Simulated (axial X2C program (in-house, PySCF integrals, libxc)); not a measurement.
## KAl: cheaper levels and CCSD(T), 2c

Computed with an axial X2C code built on PySCF integrals. Two-component (2c) means X2C with spin–orbit coupling and atomic mean-field two-electron Coulomb and Gaunt terms. Basis: K dyall-cv3z [11s12p6d3f], Al dyall-v3z [8s8p2d1f] (cores contracted in-house); Gaussian nuclei, density fitting, unrestricted open shells. Masses: K 38.964 u, Al 26.982 u.

State: Ω = 2 (⟨Sz⟩ = 1.00, ⟨Lz⟩ = 1.00 at HF); fragments K + Al.

| level | Re (Å) | ωe (cm⁻¹) | De (eV) |
| --- | --- | --- | --- |
| PBE0 | 3.358 | 149.4 | 0.611 |
| HF | 3.495 | 135.3 | 0.128 |
| MP2 | 3.361 | 147.8 | 0.462 |
| CCSD | 3.381 | 147.4 | 0.482 |
| B97-3 | 3.377 | 146.9 | 0.548 |

Correlated methods: 12 electrons correlated (number of frozen shells: K 2 s, 1 p; Al 2 s, 1 p), 210 virtual spin orbitals or spinors in MP2, 90 natural virtuals in coupled cluster.

CCSD(T), same Hamiltonian and basis:

Re = 3.368 Å, ωe = 149.1 cm⁻¹, De = 0.52 eV; T1 = 0.014 (Lee–Taylor normalisation).

Task: Give the differences from CCSD(T) in the columns below.

Result: 

```csv
level,ΔRe (Å),Δωe (cm⁻¹),ΔDe (eV)
PBE0,-0.010,0.3,0.09
HF,0.127,-13.8,-0.39
MP2,-0.007,-1.3,-0.06
CCSD,0.013,-1.7,-0.04
B97-3,0.009,-2.2,0.03
```

The state is one determinant whose occupation by symmetry is held fixed; it was picked as the lowest of a PBE0 search that is not exhaustive. De is counted from the lowest determinant-based energies of the atoms at the same level, without counterpoise correction. Density functionals use the spin component along the axis (collinear). Coupled cluster ran in a truncated set of natural virtual spinors; the MP2 energy of the rest was added. (T) has no such correction and the atoms are truncated less, which lowers De at CCSD(T) by a hundredth of an eV or more. In 2c an atomic determinant is not the ground J level, so De misses part of the atomic spin–orbit lowering. This holds for PBE0, B97-3. PBE0 can misorder states that lie within some tenths of an eV, so this need not be the ground state of the molecule. The nearest other 2c determinant of the search, Ω = 0, lies 0.16 eV up at the distance of the search. The functionals have no current-density term, which raises determinants with orbital currents, atoms included. The atomic limit has a lower orbital projection than the molecule and lies lower at mean-field level, so De may be about a tenth of an eV too small. With several unpaired electrons one determinant need not be a pure state. Open-shell Ω = 0 determinants with evenly filled partner blocks cannot be reached by this program, so the Ω shown need not be the lowest component.
